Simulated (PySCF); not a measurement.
Si(Cl)(OH)2(OMe) (CH5ClO3Si), SMILES CO[Si](O)(O)Cl. Atoms are numbered in the order given.

```xyz
11

C      2.3652    -0.4174     0.1348
O      1.1189    -0.9278    -0.2968
Si    -0.3512    -0.3127     0.0701
O     -0.6185    -0.4619     1.6824
O     -1.5259    -1.1079    -0.7554
Cl    -0.3668     1.7002    -0.4637
H      2.4823    -0.5224     1.2271
H      3.1644    -0.9885    -0.3606
H      2.4762     0.6486    -0.1299
H     -1.4508    -0.1254     2.0339
H     -1.5085    -1.0523    -1.7180
```
Charge 0, spin multiplicity 1.

The structure is a stationary point at B3LYP-D3(BJ)/def2-SVP. The values are those of a single conformer.

All values below come from TDA-ωB97X/def2-SVPD (PySCF).

Vertical excitations. 

| state | energy (eV) | λ (nm) | f | main pairs |
|---|---|---|---|---|
| S1 | 8.32 | 149 | 0.015 | HOMO→LUMO 71 % |
| S2 | 8.50 | 146 | 0.024 | HOMO−1→LUMO 68 % |
| S3 | 8.74 | 142 | 0.049 | HOMO−2→LUMO 50 %, HOMO−3→LUMO 13 % |
| S4 | 9.05 | 137 | 0.099 | HOMO−3→LUMO 27 %, HOMO−4→LUMO 19 %, HOMO−2→LUMO 14 % |
| S5 | 9.13 | 136 | 0.031 | HOMO−4→LUMO 30 %, HOMO−3→LUMO 21 % |
| S6 | 9.21 | 135 | 0.078 | HOMO−5→LUMO 42 %, HOMO−1→LUMO+3 13 % |
| S7 | 9.39 | 132 | 0.038 | HOMO→LUMO+1 38 %, HOMO→LUMO+2 29 % |
| S8 | 9.75 | 127 | 0.114 | HOMO−6→LUMO 43 %, HOMO−7→LUMO+1 7 % |
| S9 | 9.78 | 127 | 0.004 | HOMO→LUMO+9 16 %, HOMO→LUMO+1 16 %, HOMO→LUMO+2 11 %, HOMO→LUMO+3 11 % |
| S10 | 9.85 | 126 | 0.082 | HOMO−7→LUMO 15 %, HOMO→LUMO+2 8 %, HOMO−5→LUMO 8 %, HOMO−6→LUMO+1 6 % |
| T1 | 8.03 | 154 | 0 | HOMO→LUMO 55 %, HOMO→LUMO+4 8 % |
| T2 | 8.15 | 152 | 0 | HOMO−1→LUMO 54 % |
| T3 | 8.36 | 148 | 0 | HOMO−2→LUMO 27 %, HOMO−3→LUMO 20 %, HOMO−4→LUMO 9 % |
| T4 | 8.63 | 144 | 0 | HOMO−4→LUMO 30 %, HOMO−2→LUMO 16 % |
Triplets are in the Tamm–Dancoff approximation.
